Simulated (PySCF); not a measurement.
Cards and structures have been mixed up. Pair them.

Structures:
1. `C#C[C@H]([S-])C#N`
2. `ClCCOC1CC1`
3. `BCBC#C`
4. `FB(F)F`

Card P (geometry PBE0-D3(BJ)/def2-SVP):
- Rotational constants A, B, C: 3.110, 2.842, 1.557 GHz
- 13C chemical shifts (computed TMS as zero) by class (GIAO PBE0/pcSseg-1): 128.7 (1 C), 93.9 (1 C), 66.7 (1 C), 24.0 (1 C) ppm
- HOMO energy (PBE0/pcSseg-1): -0.60 eV
- Isotropic shieldings of nuclei other than C and H, by class (GIAO PBE0/pcSseg-1): -13 (1 N), 499 (1 S) ppm
- Point group: C1

Card Q (geometry PBE0-D3(BJ)/def2-SVP):
- Rotational constants A, B, C: 6.742, 0.873, 0.810 GHz
- Static isotropic polarisability (B3LYP/def2-SVPD): 79.0 au
- Vertical ionisation energy (ΔSCF B3LYP/def2-SVPD): 9.27 eV
- Lowest triplet excitation (Tamm–Dancoff) (TDA B3LYP/def2-SVPD): 6.21 eV
- Strongest line among the 10 lowest singlet transitions (TDDFT B3LYP/def2-SVPD): S9 at 7.92 eV (156 nm, f = 0.018)

Card R (geometry PBE0-D3(BJ)/def2-SVP):
- Rotational constants A, B, C: 15.578, 2.454, 2.367 GHz
- Static isotropic polarisability (CAM-B3LYP/def2-SVPD): 64.6 au
- Point group: C1
- Strongest line among the 10 lowest singlet transitions (TDDFT CAM-B3LYP/def2-SVPD): S2 at 5.45 eV (228 nm, f = 0.093)
- 13C chemical shifts (computed TMS as zero) by class (GIAO CAM-B3LYP/pcSseg-2): 135.5 (1 C), 99.2 (1 C), 60.8 (1 C) ppm

Card S (geometry PBE0-D3(BJ)/def2-SVP):
* Rotational constants A, B, C: 10.325, 10.312, 5.159 GHz
* Static isotropic polarisability (CAM-B3LYP/def2-SVPD): 15.8 au
* Lowest triplet excitation (Tamm–Dancoff) (TDA CAM-B3LYP/def2-SVPD): 10.54 eV
* HOMO energy (CAM-B3LYP/def2-SVPD): -13.98 eV
* Isotropic shieldings of nuclei other than C and H, by class (GIAO B3LYP/pcSseg-1): 87 (1 B), 298 (3 F) ppm

Each SMILES stands for a single optimised conformer of the isolated species, non-relativistic unless stated; the electronic structure was computed with PySCF and density fitting. NMR classes are plain means over equivalent atoms (diastereotopic ones count apart unless rotation or inversion swaps them), as if these changed places fast.

Problem. Which card belongs to which structure?

Solution. P = 1, Q = 2, R = 3, S = 4. What ties each card to its structure:
- 1 (card P), [C4H2NS]-, monoisotopic mass 96.0 u, 6 heavy atoms: 4 C in 4 classes; a HOMO at -0.60 eV for the only species of charge -1; the least shielded carbon (128.7 ppm) is a nitrile carbon; an asymmetric top with C = 1.557 GHz.
- 2 (card Q), C5H9ClO, monoisotopic mass 120.0 u, 7 heavy atoms: an asymmetric top with C = 0.810 GHz, the lowest such constant on the cards; polarisability 79.0 au for 64 electrons.
- 3 (card R), C3H6B2, monoisotopic mass 64.1 u, 5 heavy atoms: 3 C in 3 classes; the least shielded carbon (135.5 ppm) is a terminal alkyne carbon; an asymmetric top with C = 2.367 GHz; polarisability 64.6 au for 34 electrons.
- 4 (card S), BF3, monoisotopic mass 68.0 u, 4 heavy atoms: an oblate symmetric top (constants that symmetry makes equal differ by optimisation noise) with C = 5.159 GHz, the highest such constant on the cards; polarisability 15.8 au for 32 electrons.
